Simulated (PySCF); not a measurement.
Sn(Cl)2(OH)(NH2) (Cl2H3NOSn), SMILES [Sn]([OH])([Cl])([Cl])[NH2]. Coordinates come from a PBE-D3(BJ)/def2-SVP optimisation. The structure was generated by enumeration; whether it is a known compound was not checked. The def2 effective core potentials stand for the cores of Sn; spin–orbit coupling is left out. Other conformers were not sampled.

Computed equilibrium geometry at PBE-D3(BJ)/def2-SVP (PySCF confirms it by a frequency run) as Cartesian coordinates in Å (one conformer of several):
```xyz
8

N      2.1903     0.2674    -0.2116
Sn     0.1525     0.2000    -0.0636
O     -0.5458     2.0199    -0.4564
Cl    -0.4369    -0.4299     2.1375
Cl    -0.8646    -1.3066    -1.5877
H      2.4738    -0.2012    -1.0857
H      2.5814    -0.2947     0.5599
H     -1.5222     1.9869    -0.5078
```
